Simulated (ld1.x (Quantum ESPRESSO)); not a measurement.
# u(r) = r·R(r): atom against pseudo-atom (iron)

Columns: radius, all-electron u(r) and pseudo u(r) of the 3s shell (level -94.99 eV) of iron in the configuration [Ne] 3s2 3p6 3d6 4s1.5 4p0.5; revPBE, scalar-relativistic, PAW scheme, ld1.x (Quantum ESPRESSO) 7.5.

```csv
r (bohr),all-electron,pseudo
0.085,-0.0972,0.2533
0.170,-0.6506,0.4942
0.255,-0.4423,0.7113
0.340,0.0822,0.8949
0.425,0.5913,1.0377
0.510,0.9578,1.1355
0.595,1.1645,1.1871
0.680,1.2390,1.1944
0.765,1.2203,1.1622
0.850,1.1438,1.0972
0.935,1.0362,1.0079
1.020,0.9162,0.9032
1.105,0.7956,0.7918
1.190,0.6815,0.6815
1.275,0.5776,0.5781
1.360,0.4855,0.4856
1.445,0.4053,0.4053
1.530,0.3365,0.3365
1.615,0.2781,0.2781
1.700,0.2290,0.2290
1.785,0.1880,0.1880
1.870,0.1540,0.1540
1.955,0.1258,0.1258
2.040,0.1026,0.1026
2.125,0.0835,0.0835
2.210,0.0679,0.0679
```

Problem. How many radial nodes do the two functions have?

Solution. The all-electron 3s function has n − l − 1 = 2 (the table is too coarse to show those close to the nucleus); the pseudo-wave has 0, since the states of the same l below it are removed with the core.

Problem. At about which radius was the pseudo-wave matched?

Solution. 1.45 bohr. The columns agree to 0.0005 from 1.19 bohr on; several derivatives are matched, so the curves merge somewhat inside the radius.

Problem. Where does each function peak?

Solution. Outermost all-electron maximum near 0.68 bohr, pseudo maximum near 0.68 bohr (to the table’s step).

Problem. Is the pseudo-wave norm-conserving?

Solution. No, it belongs to a PAW set: the norm inside the radius is not constrained, and the difference is carried by the augmentation charge.
